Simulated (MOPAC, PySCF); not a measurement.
H3Ga, SMILES `[GaH3]`, neutral singlet in the gas phase. 

Z-matrix (Å, degrees):
```
Ga
H 1 1.5693
H 1 1.5693 2 120.00
H 1 1.5693 2 120.00 3 -179.95
```
Charge 0, spin multiplicity 1.

All levels are single points at this geometry (B3LYP-D3(BJ)/def2-TZVP); Pople sets use spherical d functions. Orbital energies aren't observables, and empty levels follow the basis.

HF/STO-3G in PySCF gives HOMO (eV) = -6.89.

Task: Estimate the HOMO (eV) from each of these levels: ωB97X-D3(BJ)/def2-TZVP in PySCF; B3LYP/3-21G in PySCF; B3LYP/6-311+G** (LANL2DZ on Ga) in PySCF; BP86/6-31G* in PySCF; SVWN5/6-31G* in PySCF; HF/3-21G in PySCF; PM3 in MOPAC; PM7 in MOPAC.

Result: 
| level | HOMO (eV) |
|---|---|
| ωB97X-D3(BJ)/def2-TZVP in PySCF | -11.11 |
| B3LYP/3-21G in PySCF | -8.29 |
| B3LYP/6-311+G** (LANL2DZ on Ga) in PySCF | -8.43 |
| BP86/6-31G* in PySCF | -7.49 |
| SVWN5/6-31G* in PySCF | -7.41 |
| HF/3-21G in PySCF | -11.51 |
| PM3 in MOPAC | -11.85 |
| PM7 in MOPAC | -10.71 |
